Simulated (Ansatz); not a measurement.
A run for Ansatz (an electronic-structure program): R-B3LYP-D3(BJ)/def2-TZVP on H2OSi (SMILES O[SiH]).

Ansatz 0.2 input:
```yaml
crystal:
  periodic: [false, false, false]
  atoms:
    - {symbol: Si, position_ang: [-0.25537540, -0.53542509, 0.84981724]}
    - {symbol: H, position_ang: [-1.45311184, -0.42139342, -0.07833293]}
    - {symbol: O, position_ang: [0.89080287, 0.29030430, 0.01805587]}
    - {symbol: H, position_ang: [0.78869050, 0.69999684, -0.81756226]}
basis:
  gaussian:
    orbitals: def2-TZVP
hamiltonian:
  xc: b3lyp
  dispersion: d3bj
relax: {f_tol: 0.003, max_steps: 120}
```

It printed:

```
WARN ansatz: RAYON_NUM_THREADS=2 ignored (pool sized by the plan → 2); use --threads N
Functional definition: B3LYP
integrals: 0.01 GiB planned
500 factors; their error is unknown
mean field: 0.17 GiB planned
mean field evaluation 1: about -9953.1817 eV, gradient 5.8e1 eV
mean field evaluation 2: about -9928.4332 eV, gradient 1.2e2 eV
mean field evaluation 4: about -9958.5008 eV, gradient 2.5e0 eV
mean field evaluation 8: about -9958.5461 eV, gradient 2.7e-2 eV
mean field -9958.54611072 eV, -365.9698194240 hartree, gradient 6.4e-5 eV, S^2 0.000000; 0 other end points of the search recorded, 0 dependent functions left out
the calculation of the forces begins
reference -9958.54630120 eV, -365.9698264239 hartree; 12, 12 occupied and 68, 68 virtual orbitals, 500 factors
relax step   1: F+E_penalty+E_count = -9958.62851465 eV  Δ(F+E_penalty+E_count) = +0.000e0 eV  max|allowed force component| = 1.300e0 eV/Å  Δτ_max = 0.0000 Å  (24 SCF iters, accepted)
these checks for a lower state are left out or cut short: starts, cluster_reference, orbital_swaps, neighbouring_geometries, increment
integrals: 0.01 GiB planned
500 factors; their error is unknown
mean field: 0.17 GiB planned
mean field evaluation 16: about -9958.5507 eV, gradient 1.2e-2 eV
mean field -9958.57978172 eV, -365.9710568102 hartree, gradient 1.0e-5 eV, S^2 0.000000; 0 other end points of the search recorded, 0 dependent functions left out
the calculation of the forces begins
reference -9958.57997260 eV, -365.9710638250 hartree; 12, 12 occupied and 68, 68 virtual orbitals, 500 factors
relax step   2: F+E_penalty+E_count = -9958.66242489 eV  Δ(F+E_penalty+E_count) = -3.391e-2 eV  max|allowed force component| = 5.050e-1 eV/Å  Δτ_max = 0.0531 Å  (29 SCF iters, accepted)
these checks for a lower state are left out or cut short: starts, cluster_reference, orbital_swaps, neighbouring_geometries, increment
integrals: 0.01 GiB planned
500 factors; their error is unknown
mean field: 0.17 GiB planned
mean field -9958.58493301 eV, -365.9712461167 hartree, gradient 9.9e-6 eV, S^2 0.000000; 0 other end points of the search recorded, 0 dependent functions left out
the calculation of the forces begins
reference -9958.58512413 eV, -365.9712531402 hartree; 12, 12 occupied and 68, 68 virtual orbitals, 500 factors
relax step   3: F+E_penalty+E_count = -9958.66755260 eV  Δ(F+E_penalty+E_count) = -5.128e-3 eV  max|allowed force component| = 3.254e-1 eV/Å  Δτ_max = 0.0122 Å  (29 SCF iters, accepted)
these checks for a lower state are left out or cut short: starts, cluster_reference, orbital_swaps, neighbouring_geometries, increment
integrals: 0.01 GiB planned
500 factors; their error is unknown
mean field: 0.17 GiB planned
mean field evaluation 32: about -9958.5916 eV, gradient 3.5e-5 eV
mean field -9958.59161595 eV, -365.9714917104 hartree, gradient 1.0e-5 eV, S^2 0.000000; 0 other end points of the search recorded, 0 dependent functions left out
the calculation of the forces begins
reference -9958.59180663 eV, -365.9714987179 hartree; 12, 12 occupied and 68, 68 virtual orbitals, 500 factors
relax step   4: F+E_penalty+E_count = -9958.67433623 eV  Δ(F+E_penalty+E_count) = -6.784e-3 eV  max|allowed force component| = 9.798e-2 eV/Å  Δτ_max = 0.0261 Å  (29 SCF iters, accepted)
these checks for a lower state are left out or cut short: starts, cluster_reference, orbital_swaps, neighbouring_geometries, increment
integrals: 0.01 GiB planned
500 factors; their error is unknown
mean field: 0.17 GiB planned
mean field -9958.59322905 eV, -365.9715509905 hartree, gradient 1.1e-5 eV, S^2 0.000000; 0 other end points of the search recorded, 0 dependent functions left out
the calculation of the forces begins
reference -9958.59341920 eV, -365.9715579785 hartree; 12, 12 occupied and 68, 68 virtual orbitals, 500 factors
relax step   5: F+E_penalty+E_count = -9958.67610542 eV  Δ(F+E_penalty+E_count) = -1.769e-3 eV  max|allowed force component| = 6.385e-2 eV/Å  Δτ_max = 0.0320 Å  (28 SCF iters, accepted)
these checks for a lower state are left out or cut short: starts, cluster_reference, orbital_swaps, neighbouring_geometries, increment
integrals: 0.01 GiB planned
500 factors; their error is unknown
mean field: 0.17 GiB planned
mean field -9958.59331207 eV, -365.9715540418 hartree, gradient 1.1e-5 eV, S^2 0.000000; 0 other end points of the search recorded, 0 dependent functions left out
the calculation of the forces begins
reference -9958.59350221 eV, -365.9715610292 hartree; 12, 12 occupied and 68, 68 virtual orbitals, 500 factors
relax step   6: F+E_penalty+E_count = -9958.67618311 eV  Δ(F+E_penalty+E_count) = -7.770e-5 eV  max|allowed force component| = 1.095e-3 eV/Å  Δτ_max = 0.0022 Å  (30 SCF iters, accepted)
integrals: 0.01 GiB planned
500 factors; their error is unknown
mean field: 0.17 GiB planned
mean field evaluation 64: about -9958.5933 eV, gradient 6.6e-5 eV
mean field -9958.59331207 eV, -365.9715540418 hartree, gradient 5.8e-5 eV, S^2 0.000000; 1 other end points of the search recorded, 0 dependent functions left out
the calculation of the forces begins
reference -9958.59350221 eV, -365.9715610292 hartree; 12, 12 occupied and 68, 68 virtual orbitals, 500 factors
Total energy: -9958.67637325 eV, -365.9746064837 hartree
Atom 0 at    -0.243198    -0.545873     0.880986 Å, force    -0.000625    -0.000574    -0.000128 eV/Å
Atom 1 at    -1.402322    -0.379585    -0.127637 Å, force    -0.000674    -0.000231     0.000517 eV/Å
Atom 2 at     0.917479     0.285208     0.035995 Å, force     0.000535     0.001095    -0.000485 eV/Å
Atom 3 at     0.699047     0.673732    -0.817365 Å, force     0.000765    -0.000290     0.000096 eV/Å
Dipole moment:    -0.115627     0.112353    -0.278326 e Å
```

Self-consistency was reached.

Cost: very roughly 6 core-seconds.
